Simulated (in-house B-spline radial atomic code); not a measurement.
## LC-wPBE excitations of Tc7+

Method: LC-wPBE. Computed with an all-electron radial atomic-structure program (B-spline basis): linear response of the closed shell [Ar] 3d10 4s2 4p6 with the functional's adiabatic kernel; scalar-relativistic (spin-free one-electron X2C), finite nucleus, no spin-orbit coupling, no double excitations, S, P, D and F terms only; shells from n = 2 respond. Only terms of natural parity with L up to 3 were computed.

Command:
```bash
python run_td.py task.json out
```
Settings (radii: box in bohr, nucleus in fm):
```
Z                        43
electrons                36
configuration            [Ar] 3d10 4s2 4p6
hamiltonian              x2c
method                   lc_wpbe
box_radius               12.81
rms_radius               4.41117
intervals                70
```

Run time, properties included: 1.2 s on 1 thread of Intel(R) Xeon(R) 6975P-C (Granite Rapids), on a shared host.

The lowest states, in the order of their Tamm-Dancoff energies; the method's threshold (minus the highest occupied level) is 147.69 eV. Labels give the largest channel, * marks a mixed state, and oscillator strengths are full-response dipole values. Semilocal kernels can invert the small singlet-triplet splittings of Rydberg terms. Energies in eV:

```
     state  full response  Tamm-Dancoff  oscillator strength
4p → 4d 3P          42.31         42.40                    -
4p → 4d 3F          42.77         42.91                    -
4p → 4d 1F          45.94         45.96                    -
4p → 4d 1P          56.54         58.55                 5.42
4p → 5s 3P          68.89         68.90                    -
4p → 5s 1P          69.66         69.68                0.589
4s → 4d 3D          73.85         73.90                    -
4s → 4d 1D          77.47         77.54                    -
4p → 5p 3S              ?             ?                    -
4p → 5p 3D          78.82         78.82                    -
4p → 5p 1D          79.43         79.45                    -
4p → 5p 1S          82.43         82.65                    -
4p → 4f 3D          85.60         85.63                    -
4p → 4f 1D          89.73         89.89                    -
4p → 5d 3P              ?             ?                    -
4p → 5d 3F          93.73         93.74                    -
```

Problem. Where does 4p → 5d 3P lie?

Solution. At 93.57 eV in full response, 93.58 eV in Tamm-Dancoff.

Problem. Where does 4p → 5p 3S lie?

Solution. At 78.17 eV in full response, 78.19 eV in Tamm-Dancoff.

Problem. How large is the singlet-triplet splitting of 4p → 4d (F terms) in Tamm-Dancoff?

Solution. 3.06 eV, from the unrounded values.

Problem. What polarisabilities and dispersion coefficient does the method give?

Solution. Dipole 1.438 bohr³, quadrupole 1.792 bohr⁵, C6 3.565 hartree·bohr⁶ for two such species.
